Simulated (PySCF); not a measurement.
# Two-component Hartree-Fock for Mo³⁺ (molybdenum, charge +3)

Start: [Kr] 4d2 5s1; 4d5/2 filled at m_j = +3/2, +5/2; 5s1/2 filled at m_j = +1/2. Calculated with PySCF 2.14 in x2c-TZVPall-2c (8s9p7d1f, 77 functions): generalised Hartree-Fock with the X2C-1e Hamiltonian and a Gaussian nucleus; one run each with spin-orbit coupling (SO) switched off, then screened by Boettger's factors. This is a chosen level, not necessarily the ground level.

| spinor shell | electrons | ε, spin-free (eV) | ε, screened SO (eV) | weight of nominal j (screened SO) | rms radius, screened SO (bohr) |
| --- | --- | --- | --- | --- | --- |
| 1s1/2 | 2 | -20146.6 | -20145.5 | 1.000 | 0.0404 |
| 2s1/2 | 2 | -2955.0 | -2954.8 | 1.000 | 0.166 |
| 2p1/2 | 2 | -2639.3 | -2712.8 | 1.000 | 0.145 |
| 2p3/2 | 4 | -2639.3 | -2604.9 | 1.000 | 0.149 |
| 3s1/2 | 2 | -568.04 | -568.01 | 1.000 | 0.456 |
| 3p1/2 | 2 | -461.70 | -474.32 | 1.000 | 0.454 |
| 3p3/2 | 4 | -461.70 | -455.83 | 1.000 | 0.465 |
| 3d3/2 | 4 | -288.69 | -290.64 | 0.982 | 0.451 |
| 3d5/2 | 6 | -288.69 | -287.40 | 0.988 | 0.454 |
| 4s1/2 | 2 | -116.87 | -116.89 | 1.000 | 1.16 |
| 4p3/2 | 4 | -84.337 | -83.468 | 0.914 | 1.29 |
| 4p1/2 | 2 | -84.337 | -86.272 | 0.828 | 1.27 |
| 4d5/2 | 2 | -44.415 | -44.332 | 0.879 | 1.67 |
| 5s1/2 | 1 | -31.367 | -31.374 | 1.000 | 3.03 |

```csv
quantity,spin-free,screened SO
E (hartree),-4043.91275,-4044.38242
M_J,9/2,9/2
⟨J²⟩,24.757,24.757
⟨L²⟩,12.006,12.034
⟨S²⟩,3.751,3.752
```

Each row is a mean over spinors that exchange with the open shell spreads, by up to 7.138 eV (4p3/2).

Rows whose weight is well below 1 are mixtures of j = l ± 1/2: exchange outweighs spin-orbit coupling there, and the label is only the starting occupation.

Breit and QED terms are absent; they matter most for the inner s and p1/2 levels.

Densities and radii are taken from the X2C orbitals without a picture-change correction, which distorts them close to the nucleus.

Without spin-orbit coupling the j labels of p, d and f shells carry no meaning; the spin-free column gives the mean over the occupied spinors of each nl shell.
